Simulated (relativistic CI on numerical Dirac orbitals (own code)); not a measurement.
Electric-dipole transitions in Dy XXXII

Computed by Dirac-Coulomb-Breit CI, KLI orbitals optimised for each configuration, model QED (radiative potential, 1s self-energy scaled to tabulated hydrogen-like ionisation energies), unscaled Slater integrals (own radial code, finite nucleus).

CI space (outside the closed core [Ar] 3d10): 4s²4p⁵, 4s4p⁶, 4s²4p⁴4d, 4s4p⁵4d, 4s²4p⁴4f, 4s4p⁵4f, 4p⁶4d, 4s4p⁴4d², 4s²4p³4d4f, 4p⁶4f, 4p⁵4d², 4p⁴4d³, 4p⁴4d²4f. Double excitations out of closed p, d and f shells are left out; levels of such configurations are missing from the list, as are those of other unlisted configurations, and high levels can miss mixing partners.

```tsv
λ vac (Å)	Lower	Upper	A (s⁻¹)	log gf	S velocity/length
57.541	4s4p⁶ ²S1/2 [3]	4s4p⁵4d ²P°3/2 [66]	2.50e+11	-0.30	0.81
61.511	4s²4p⁵ ²P°3/2 [1]	4s²4p⁴4d ²D3/2 [28]	1.72e+11	-0.41	0.79
64.498	4s²4p⁵ ²P°3/2 [1]	4s²4p⁴4d ²D5/2 [27]	1.50e+12	0.75	0.79
64.955	4s²4p⁵ ²P°3/2 [1]	4s²4p⁴4d ²P3/2 [26]	1.22e+12	0.49	0.70
65.244	4s²4p⁵ ²P°3/2 [1]	4s²4p⁴4d ²S1/2 [25]	1.55e+12	0.30	0.79
65.245	4s²4p⁵ ²P°1/2 [2]	4s²4p⁴4d ²D3/2 [31]	1.27e+12	0.51	0.77
70.811	4s²4p⁴4d ⁴D1/2 [15]	4s²4p⁴4f ⁴F°3/2 [68]	3.83e+11	0.06	1.03
70.846	4s²4p⁴4d ⁴D3/2 [4]	4s²4p⁴4f ⁴D°3/2 [52]	3.21e+11	-0.02	1.01
71.548	4s²4p⁴4d ⁴D3/2 [4]	4s²4p⁴4f ⁴F°5/2 [50]	3.01e+11	0.14	1.06
71.559	4s²4p⁴4d ⁴D3/2 [16]	4s²4p⁴4f ⁴G°5/2 [71]	2.97e+11	0.14	1.07
72.151	4s²4p⁴4d ⁴D5/2 [5]	4s²4p⁴4f ⁴F°5/2 [50]	2.89e+11	0.13	1.05
72.169	4s²4p⁴4d ⁴D5/2 [5]	4s²4p⁴4f ⁴F°7/2 [49]	2.98e+11	0.27	1.09
73.102	4s²4p⁴4d ²D3/2 [9]	4s²4p⁴4f ²F°5/2 [55]	3.82e+11	0.26	1.11
73.351	4s²4p⁴4d ⁴F7/2 [6]	4s²4p⁴4f ⁴F°7/2 [49]	1.61e+11	0.02	1.09
73.812	4s²4p⁴4d ²F5/2 [17]	4s²4p⁴4f ⁴G°7/2 [69]	2.28e+11	0.17	1.20
73.908	4s²4p⁴4d ⁴F7/2 [6]	4s²4p⁴4f ⁴G°9/2 [47]	3.14e+11	0.41	1.21
74.077	4s²4p⁴4d ²G7/2 [18]	4s²4p⁴4f ²H°9/2 [70]	3.07e+11	0.40	1.23
74.319	4s4p⁶ ²S1/2 [3]	4s4p⁵4d ²P°1/2 [45]	3.05e+11	-0.30	0.92
75.130	4s²4p⁴4d ²P3/2 [20]	4s²4p⁴4f ²D°5/2 [74]	2.65e+11	0.13	1.04
75.507	4s²4p⁴4d ²D5/2 [23]	4s²4p⁴4f ²F°7/2 [77]	2.03e+11	0.14	1.06
76.321	4s²4p⁴4d ²F7/2 [8]	4s²4p⁴4f ²G°9/2 [51]	3.45e+11	0.48	1.15
76.660	4s²4p⁴4d ²F5/2 [21]	4s²4p⁴4f ⁴D°7/2 [73]	2.59e+11	0.26	1.13
76.665	4s²4p⁴4d ²P1/2 [7]	4s4p⁵4d ²D°3/2 [46]	2.10e+11	-0.13	0.99
76.944	4s²4p⁴4d ⁴F9/2 [10]	4s²4p⁴4f ²G°9/2 [51]	8.84e+10	-0.11	1.12
77.046	4s²4p⁴4d ⁴F7/2 [19]	4s²4p⁴4f ⁴G°9/2 [67]	3.41e+11	0.48	1.14
77.276	4s²4p⁴4d ²D5/2 [11]	4s²4p⁴4f ²F°7/2 [58]	3.45e+11	0.39	1.16
77.584	4s²4p⁵ ²P°1/2 [2]	4s²4p⁴4d ²P1/2 [29]	1.06e+12	0.28	0.68
77.598	4s²4p⁴4d ⁴F9/2 [10]	4s²4p⁴4f ⁴G°11/2 [48]	3.07e+11	0.52	1.22
77.623	4s²4p⁴4d ²D5/2 [30]	4s²4p⁴4f ²F°7/2 [117]	3.48e+11	0.40	1.14
77.709	4s²4p⁴4d ²F7/2 [24]	4s²4p⁴4f ²G°9/2 [76]	2.66e+11	0.38	1.21
77.928	4s²4p⁴4d ²G9/2 [22]	4s²4p⁴4f ²H°11/2 [72]	2.97e+11	0.51	1.24
79.227	4s²4p⁴4d ²D3/2 [13]	4s²4p⁴4f ²D°5/2 [57]	2.35e+11	0.12	1.27
81.537	4s²4p⁵ ²P°1/2 [2]	4s²4p⁴4d ²D3/2 [28]	3.56e+11	0.15	0.74
81.907	4s²4p⁴4d ²D5/2 [14]	4s²4p⁴4f ²F°7/2 [54]	2.14e+11	0.24	1.41
83.609	4s²4p⁵ ²P°3/2 [1]	4s²4p⁴4d ²D5/2 [14]	2.64e+11	0.22	0.75
83.675	4s²4p⁴4d ⁴F9/2 [10]	4s4p⁵4d ²F°7/2 [43]	1.32e+11	0.05	1.10
84.938	4s²4p⁵ ²P°3/2 [1]	4s²4p⁴4d ²D3/2 [13]	2.15e+11	-0.03	0.63
86.483	4s²4p⁵ ²P°3/2 [1]	4s²4p⁴4d ⁴P1/2 [12]	2.39e+11	-0.27	0.91
87.766	4s²4p⁴4d ⁴F7/2 [6]	4s4p⁵4d ⁴P°5/2 [38]	1.73e+11	0.08	1.15
87.984	4s²4p⁴4d ²F7/2 [8]	4s4p⁵4d ²D°5/2 [40]	1.95e+11	0.13	1.16
88.744	4s²4p⁴4d ⁴F9/2 [10]	4s4p⁵4d ⁴D°7/2 [41]	1.10e+11	0.02	1.14
89.001	4s²4p⁴4d ²G9/2 [22]	4s4p⁵4d ²F°7/2 [62]	2.40e+11	0.36	1.06
89.638	4s²4p⁴4d ²G7/2 [18]	4s4p⁵4d ²F°5/2 [60]	1.89e+11	0.14	1.07
93.451	4s²4p⁴4d ⁴F7/2 [6]	4s4p⁵4d ⁴F°7/2 [35]	9.02e+10	-0.02	1.27
95.839	4s²4p⁴4d ⁴F9/2 [10]	4s4p⁵4d ⁴F°9/2 [36]	8.61e+10	0.07	1.34
```

Terms are leading LS components. Brackets give the number of a level in order of energy, since labels repeat. The list gives strong lines, with weight on those to low levels, among the lowest 200 of 2132 levels, so that lines to higher ones, which can be the strongest, are missing. Levels whose partners in the same complex of configurations lie outside the list can be far off, and so can their lines. Rates are taken at the computed energies, electric ones in the length gauge. A velocity-to-length ratio far from 1 marks an uncertain rate.

At this charge energies of transitions that change n are usually good to better than 1 %, and those within a shell (Δn = 0) to a few per cent.

LS names give the leading component of a level, which can be under half, so a name can repeat, a term be missing and a line seem to break the LS rules.
